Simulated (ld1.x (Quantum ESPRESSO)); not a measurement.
Varying the TM potential for Sb (Z = 51)

Base potential:

- Element: antimony
- Generator: ld1.x (Quantum ESPRESSO) 7.5
- Type: norm-conserving Troullier–Martins (Kleinman–Bylander form)
- Functional: Wu–Cohen
- Relativity: scalar-relativistic
- Frozen core: [Kr] 4d10
- Valence charge: 5
- Reference configuration: 5s2 5p2.5 (charge +0.5)
- Partial waves: 5s (bound): rc 1.95 bohr; 5p (bound): rc 2.35 bohr
- Local potential: all-electron potential smoothed inside 1.60 bohr (lloc = -1)
- Core correction: none

All-electron outer shells of the reference configuration (Wu–Cohen, scalar-relativistic, ld1.x):

| shell | level (eV) | outermost node (bohr) | outermost maximum (bohr) |
| --- | --- | --- | --- |
| 4d | -37.51 | 0.38 | 0.84 |
| 5s | -16.67 | 0.95 | 1.88 |
| 5p | -8.31 | 1.04 | 2.29 |

Cutoffs, loose and tight: the cutoffs (Ry, on a coarse ladder) from which the occupation-weighted sum of valence levels, in a spherical-Bessel basis at the reference potential, stays within 10 and 1 mRy of its value at 400 Ry. They do not see the model core or the augmentation charge, which bear on the density cutoff. Test errors are all-electron minus pseudo excitation energies from the reference, over the configurations 5s2 5p3; 5s2 5p2; 5s2 5p1; 5s1 5p0; 5s1 5p3; 5s2 5p0; 5s0 5p5. A dash means not determined; rows that change the core or the reference have their own tests.

A true bound ghost makes a file unfit for plane-wave use even where its test errors are small: the radial tests pick states by their node count and pass the ghost by.

```csv
change,outcome,"cutoff, loose","cutoff, tight",bound ghosts,largest test error (meV)
base,generated,25 Ry,35 Ry,"s, d",-60
wave 5p (bound): rc 2.35 bohr becomes 5p (bound): rc 1.46 bohr,generated,140 Ry,160 Ry,"p, s, d",+321
wave 5p (bound): rc 2.35 bohr becomes 5p (bound): rc 1.76 bohr,generated,30 Ry,60 Ry,"s, d",+83
wave 5p (bound): rc 2.35 bohr becomes 5p (bound): rc 2.04 bohr,generated,25 Ry,35 Ry,"s, d",-61
wave 5p (bound): rc 2.35 bohr becomes 5p (bound): rc 2.28 bohr,generated,25 Ry,35 Ry,"s, d",-59
wave 5p (bound): rc 2.35 bohr becomes 5p (bound): rc 2.58 bohr,generated,25 Ry,35 Ry,"s, d",-69
wave 5p (bound): rc 2.35 bohr becomes 5p (bound): rc 2.80 bohr,generated,25 Ry,35 Ry,"s, d",-83
wave 5p (bound): rc 2.35 bohr becomes 5p (bound): rc 3.08 bohr,generated,25 Ry,35 Ry,"s, d",-116
wave 5p (bound): rc 2.35 bohr becomes 5p (bound): rc 3.26 bohr,generated,25 Ry,35 Ry,"s, d",-150
wave 5p (bound): rc 2.35 bohr becomes 5p (bound): rc 3.54 bohr,generated,25 Ry,35 Ry,"s, d",-203
```

Reading the sweep of the p radius (base included, trends over the rows without a ghost): Bound ghosts are found at 1.46, 1.76, 2.04, 2.28, 2.35, 2.58, 2.8, 3.08, 3.26, 3.54 bohr. Every judged row has one, so this setting neither creates nor removes them.
